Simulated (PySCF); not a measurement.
# Excitation energy of Ti by level of theory

Ti [Ar] 3d2 4s2 (3F) → Ti [Ar] 3d2 4s1 5s1 (5F), as a difference of total energies. Computed with PySCF 2.14 in aug-cc-pVTZ with one added diffuse shell each of s, p, d, f, g type (9s8p6d4f3g, 118 functions), with the non-relativistic Hamiltonian (point nucleus). Correlated levels: valence: [Ar] frozen. The calculations carry no spin-orbit coupling.

```csv
method,excitation energy (eV)
UHF,3.329
LDA,4.377
PBE,4.146
PBE0,4.070
r2SCAN,3.993
BP86,4.277
B97-3,4.543
CAM-B3LYP,4.430
MP2 (valence),4.072
SCS-MP2 (valence),4.295
```

Question: How much does correlation contribute at MP2 (valence)?

Answer: 4.072 − (3.329) = 0.743 eV, measured against UHF.

The promoted electron is Rydberg-like, and one or two diffuse shells describe it only roughly, which tends to raise the upper state.
